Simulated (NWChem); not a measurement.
Everything below was run with NWChem. System: C$_{2}$H$_{4}$ClFSi, charge 0, spin multiplicity 1, at a geometry optimised with B3LYP/def2-SVP. The structure started from a generated list of species. Level: RI-MP2/cc-pVDZ, 13 core orbitals frozen.

Job file:

```
start mol
memory heap 200 mb stack 800 mb global 1000 mb
geometry units angstroms nocenter noautoz
  F      2.709693    -0.534921     0.000000
  Si     1.089551    -0.732981     0.000000
  C      0.352941     0.987434     0.000000
  C     -0.952739     1.266452     0.000000
  Cl    -2.184641     0.024305     0.000000
  H      0.722375    -1.491402     1.223775
  H      0.722375    -1.491402    -1.223775
  H      1.032341     1.849532     0.000000
  H     -1.380364     2.272794     0.000000
  symmetry group Cs
end
basis spherical
  * library cc-pvdz
end
basis "ri-mp2 basis" spherical
  * library cc-pvdz-ri
end
scf
  rhf
  nopen 0
  maxiter 100
  thresh 1e-7
  semidirect memsize 60000000 filesize 0
end
mp2
  freeze core 13
end
task rimp2 energy
```

Part of the output:

```
             Northwest Computational Chemistry Package (NWChem) 7.3.0
             --------------------------------------------------------

                                NWChem Input Module
                                -------------------

 Scaling coordinates for geometry "geometry" by  1.889725989
 (inverse scale =  0.529177249)

 Turning off AUTOSYM since
 SYMMETRY directive was detected!

                             Geometry "geometry" -> ""
                             -------------------------

 Output coordinates in angstroms (scale by  1.889725989 to convert to a.u.)

  No.       Tag          Charge          X              Y              Z
 ---- ---------------- ---------- -------------- -------------- --------------
    1 F                    9.0000     2.70969300    -0.53492100     0.00000000
    2 Si                  14.0000     1.08955100    -0.73298100     0.00000000
    3 C                    6.0000     0.35294100     0.98743400     0.00000000
    4 C                    6.0000    -0.95273900     1.26645200     0.00000000
    5 Cl                  17.0000    -2.18464100     0.02430500     0.00000000
    6 H                    1.0000     0.72237500    -1.49140200     1.22377500
    7 H                    1.0000     0.72237500    -1.49140200    -1.22377500
    8 H                    1.0000     1.03234100     1.84953200     0.00000000
    9 H                    1.0000    -1.38036400     2.27279400     0.00000000

 Effective nuclear repulsion energy (a.u.)     262.6007389870

            Nuclear Dipole moment (a.u.)
            ----------------------------
        X                 Y               Z
 ---------------- ---------------- ----------------
    -0.0000132281     0.0000000000     0.0000000000

      Symmetry information
      --------------------

 Group name             Cs
 Group number              2
 Group order               2
 No. of unique centers     8

      Symmetry unique atoms

     1    2    3    4    5    6    8    9


 Summary of "ao basis" -> "" (spherical)
 ------------------------------------------------------------------------------
[...]
 ---------------- ------------------------------  ------  ---------------------
 F                         cc-pvdz-ri               18       56   7s5p4d2f
 Si                        cc-pvdz-ri               24       76   9s7p5d3f
 C                         cc-pvdz-ri               18       56   7s5p4d2f
 Cl                        cc-pvdz-ri               24       76   9s7p5d3f
 H                         cc-pvdz-ri                6       14   3s2p1d

 SCF Reference Information:
            File: './mol.movecs'
           Title: ''
    Size (AOxMO):     98 x     98
       Total Occ:              56.00
 RI-MP2 Calculation Information:
          Nr. of AO basis functions:         98
     Nr. of fitting basis functions:        376
               Nr. of MO spin cases:          1
        Nr. of MOs to be correlated:         85
     Nr. of occupied MOs correlated:         15
      Nr. of virtual MOs correlated:         70

          RI integral approximation: 'V'
    Threshold for Schwarz screening:  1.000E-09
 Smallest eigenvalue retained in fit  1.000E-08
    Type of storage for MO integrals 'EAF library'

 Transformation block size   15, requiring     1 integral passes.
 XForm_3cInts: Completed     1:   15 pass.
 Energy evaluation using block sizes    15   15
 RIMP2_V_E2: Approx. ints. done (    1:   15,    1:   15)
 RIMP2_V_E2: Copy to B done (    1:   15,    1:   15)
 RIMP2_V_E2: Denominators done (    1:   15,    1:   15)
 RIMP2_V_E2: Completed block (    1:   15,    1:   15)

          -------------------------------------------
          SCF energy                -925.979689015880
          Correlation energy          -0.683491335870
          Total MP2 energy          -926.663180351751
          -------------------------------------------

 -----------------------
 Performance information
 -----------------------

 Timer overhead =  2.44D-07 seconds/call

               Nr. of calls         CPU time (s)                 Wall time (s)                GFlops
             ---------------    -------------------     ------------------------------   -------------------
Name         Min   Avg   Max    Min     Avg     Max     Min     Avg     Max   Mx/calls   Min     Max     Sum
Overall       1     1     1    14.     14.     14.      14.     14.     14.     14.      0.0     0.0     0.0
3c integr     1     1     1    2.0     2.0     2.0      2.0     2.0     2.0     2.0      0.0     0.0     0.0
Energy        1     1     1   0.36    0.36    0.36     0.36    0.36    0.36    0.36      0.0     0.0     0.0
3c integr     1     1     1    1.9     1.9     1.9      1.9     1.9     1.9     1.9      0.0     0.0     0.0
First 2/3     3     3     3   1.81E-2 1.81E-2 1.81E-2  1.81E-2 1.81E-2 1.81E-2 6.04E-3   0.0     0.0     0.0
Final 1/3     1     1     1   2.02E-2 2.02E-2 2.02E-2  2.02E-2 2.02E-2 2.02E-2 2.02E-2   0.0     0.0     0.0
Write 3c      1     1     1   2.94E-3 2.94E-3 2.94E-3  2.94E-3 2.94E-3 2.94E-3 2.94E-3   0.0     0.0     0.0
Read 3c i     1     1     1   1.77E-3 1.77E-3 1.77E-3  1.77E-3 1.77E-3 1.77E-3 1.77E-3   0.0     0.0     0.0
Fitting b     1     1     1   0.28    0.28    0.28     0.28    0.28    0.28    0.28      0.0     0.0     0.0
Schwarz i     1     1     1   4.76E-2 4.76E-2 4.76E-2  4.76E-2 4.76E-2 4.76E-2 4.76E-2   0.0     0.0     0.0
Form 4ci      1     1     1   6.59E-2 6.59E-2 6.59E-2  6.59E-2 6.59E-2 6.59E-2 6.59E-2   0.0     0.0     0.0
Form A &      1     1     1   0.28    0.28    0.28     0.28    0.28    0.28    0.28      0.0     0.0     0.0
Denominat     1     1     1   1.33E-3 1.33E-3 1.33E-3  1.33E-3 1.33E-3 1.33E-3 1.33E-3   0.0     0.0     0.0
Pair Ener     1     1     1   5.95E-3 5.95E-3 5.95E-3  5.95E-3 5.95E-3 5.95E-3 5.95E-3   0.0     0.0     0.0

 The average no. of pstat calls per process was 1.60D+01
 with a timing overhead of 3.90D-06s

 Task  times  cpu:       13.6s     wall:       13.6s

 Total times  cpu:       13.7s     wall:       13.7s
```
